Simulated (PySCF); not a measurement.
**Neon: a sound run and one with changed settings**

Sound run: Ne⁺ [He] 2s2 2p5, Ne²⁺ [He] 2s2 2p4. All numbers are calculated (PySCF 2.14, scalar relativity by spin-free X2C-1e, in aug-cc-pVDZ-DK). In the sound run the correlated levels freeze 1s2. The sound run starts from symmetry-adapted Hartree-Fock orbitals and uses a fine grid where one is needed.

A second run was set up differently.

```json
{"species": "Ne⁺", "method": "MP2", "sound run (hartree)": "-128.04633", "changed run (hartree)": "-128.04837", "converged": "yes"}
{"species": "Ne⁺", "method": "CCSD(T)", "sound run (hartree)": "-128.05938", "changed run (hartree)": "-128.06127", "converged": "yes"}
{"species": "Ne²⁺", "method": "MP2", "sound run (hartree)": "-126.55750", "changed run (hartree)": "-126.55940", "converged": "yes"}
{"species": "Ne²⁺", "method": "CCSD(T)", "sound run (hartree)": "-126.57176", "changed run (hartree)": "-126.57354", "converged": "yes"}
```

Ionisation energy of Ne⁺:

```
 method  sound run (eV)  changed run (eV)
    UHF          39.300            39.300
    MP2          40.513            40.517
SCS-MP2          40.461            40.462
   CCSD          40.459            40.462
CCSD(T)          40.480            40.483
```

Task: What was changed?
A. all electrons correlated in a valence basis
B. too few SCF iterations
C. level shift left on
D. basis contracted for another Hamiltonian

Result: A. A valence basis has no tight correlating functions, so it recovers only part of the core correlation, and not evenly between atom and ion.
